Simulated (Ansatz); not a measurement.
# Ligand exchange: C2H11NSi2 + H2O2 → C2H10OSi2 + H3NO

Species: C2H11NSi2 `CC[SiH](N)[SiH3]`, singlet; H2O2 (hydrogen peroxide) `OO`, singlet; C2H10OSi2 `CC[SiH](O)[SiH3]`, singlet; H3NO (hydroxylamine) `NO`, singlet. The partners trade NH2 for OH: Si–NH2 and O–OH bonds give way to Si–OH and O–NH2.

Shapes, held fixed at every level: PBE0-D4/def2-TZVP. Flexible molecules stand in one conformer, not always the lowest. Programs: Ansatz 0.2.0. Electronic energies: no zero-point or thermal term.

| level | kind | ΔE (kJ/mol) | less CCSD(T)/CBS estimate |
| --- | --- | --- | --- |
| PBE-D4/def2-TZVPP | GGA | -136.2 | +13.3 |
| wB97M-V/def2-TZVPP | range-separated hybrid | -147.0 | +2.5 |
| wB97X-V/def2-TZVPP | range-separated hybrid | -147.4 | +2.1 |
| B2PLYP/def2-TZVPP | double hybrid | -150.2 | -0.7 |
| CCSD(T)/def2-TZVPP | coupled cluster or CI | -147.4 | +2.1 |
| CCSD/def2-TZVPP | coupled cluster or CI | -151.2 | -1.7 |
| CCSD(T)/CBS estimate | coupled cluster or CI | -149.5 | 0.0 |

The highest level, CCSD(T)/CBS estimate, gives ΔE = -149.5 kJ/mol; the levels span -151.2 to -136.2. The column of differences is taken from that level and isn't an error. No measured value is set beside it here. The CBS estimate extrapolates MP2 from def2-TZVPP and def2-QZVPP and adds CCSD(T) − MP2 in the triple-zeta set, cores frozen.
